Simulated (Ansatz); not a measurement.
The cluster Sn₄H₇⁻ (the lowest singlet isomer of a short search). Total charge -1; singlet. Geometry PBE-D4/def2-SVPD, basis def2-TZVPD, Ansatz.

| atom | x (Å) | y (Å) | z (Å) |
| --- | --- | --- | --- |
| Sn1 | -1.4087 | 1.3204 | -0.4412 |
| Sn2 | 1.7698 | -0.3359 | 0.8232 |
| Sn3 | -0.7951 | -1.4088 | 0.1535 |
| Sn4 | 1.3831 | 2.2261 | -0.5608 |
| H5 | 3.1070 | -1.4483 | 0.5041 |
| H6 | -2.3647 | 1.9257 | 0.9171 |
| H7 | -0.7079 | -2.3656 | -1.3194 |
| H8 | 1.5149 | 1.2959 | -2.1109 |
| H9 | 1.8362 | -0.2633 | 2.5884 |
| H10 | -2.5751 | 1.5127 | -1.7564 |
| H11 | -1.7594 | -2.4588 | 1.2025 |

```tsv
run	HOMO (eV)	LUMO (eV)
A	-1.26	1.59
B	-1.36	1.68
C	-1.97	2.16
D	-1.87	1.97
E	-3.49	3.80
F	-1.40	1.83
```

In the def2 sets Sn takes a core potential; there is no spin–orbit coupling. B3LYP takes the VWN-RPA correlation. The structure comes from a short search, and lower isomers may exist.

Task: The runs used B3LYP, B97M-V, HF, PBE, PBE0, r2SCAN. Estimate which is which.

Result: A PBE (0 % exact exchange); B B97M-V (0 % exact exchange); C PBE0 (25 % exact exchange); D B3LYP (20 % exact exchange); E HF (100 % exact exchange); F r2SCAN (0 % exact exchange). Exact exchange lowers occupied and raises empty levels; among semilocal functionals meta-GGAs tend to open the gap a little, and such runs are hard to tell apart. The gap grows from 2.85 eV (PBE) to 7.29 eV (HF).
